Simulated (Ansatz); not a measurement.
Relaxation of CH8Ge (10 atoms, charge 0, multiplicity 1), to a largest force component of 0.03 eV/Å in at most 50 steps.

Computed with RKS r2SCANh/def2-SVP in Ansatz 0.2.0.

```xyz
10
Properties=species:S:1:pos:R:3:forces:R:3
Ge -0.051 -0.441 -0.475 0.01 -0.23 -0.26
C 0.296 -0.141 2.666 0.14 -0.14 0.30
H -0.799 -0.125 2.708 0.01 0.01 0.01
H 0.698 -0.173 3.687 -0.01 -0.01 -0.02
H 0.659 0.766 2.169 -0.01 -0.02 0.00
H 1.242 0.382 -0.506 -0.02 -0.01 0.02
H -1.190 0.405 0.095 0.00 -0.01 0.00
H -0.408 -0.861 -1.906 0.00 0.00 -0.01
H 0.171 -1.684 0.407 -0.13 0.08 -0.48
H 0.619 -1.032 2.104 0.00 0.33 0.44
```

Q: Where does it end, and by what steps?

A: The run converged. The force dipped under the threshold on the way, but the program's further checks kept it going. After 6 steps the energy has fallen by 0.198 eV; H9 moved furthest, 0.62 Å.

| step | energy less start (eV) | largest force component (eV/Å) | accepted |
| --- | --- | --- | --- |
| 0 | 0.0000 | 0.477 | yes |
| 1 | -0.1352 | 0.120 | yes |
| 2 | -0.1874 | 0.054 | yes |
| 3 | -0.1891 | 0.368 | yes |
| 4 | -0.1979 | 0.016 | yes |
| 5 | -0.1983 | 0.025 | yes |
| 6 | -0.1985 | 0.024 | yes |

```xyz
10
Properties=species:S:1:pos:R:3
Ge -0.125 -0.501 -0.826
C 0.372 -0.079 3.016
H -0.717 -0.152 2.916
H 0.633 0.073 4.070
H 0.738 0.769 2.426
H 1.192 0.266 -0.676
H -1.256 0.290 -0.165
H -0.437 -0.691 -2.314
H 0.003 -1.872 -0.154
H 0.837 -1.005 2.655
```

Whether the end is a true minimum wasn't checked by a vibrational analysis.

The run took 17 s on 2 threads of Arm Neoverse V1, on a shared host, peak memory 0.16 GiB.
